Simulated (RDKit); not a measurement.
Input file for RDKit: UFF on BH2IO2 (SMILES OB(O)I), a point of a torsion scan.

```python
from rdkit import Chem
from rdkit.Chem import AllChem, rdDetermineBonds

blocks = [
'''6

O     0.21493572    1.34836194   -0.18959234
B     0.22307961    0.02200582   -0.12120789
O     0.14626219   -0.67879488   -1.24683368
I     0.35988510   -0.98375134    1.79775219
H     0.26900155    1.87885018    0.60354753
H     0.15017492   -1.63428487   -1.22870259
''',
]
mol = None
for b in blocks:
    f = Chem.MolFromXYZBlock(b)
    rdDetermineBonds.DetermineBonds(f, charge=0)
    mol = f if mol is None else Chem.CombineMols(mol, f)
Chem.SanitizeMol(mol)
print(Chem.MolToSmiles(Chem.RemoveHs(mol)))
ff = AllChem.UFFGetMoleculeForceField(mol, vdwThresh=100.0, ignoreInterfragInteractions=False)
e = ff.CalcEnergy()
print(f'UFF energy {e:.6f} kcal/mol')
```

The log:

```
OB(O)I
UFF energy 47.064735 kcal/mol
```

The run finished.

Cost: roughly 0.020 core-seconds.
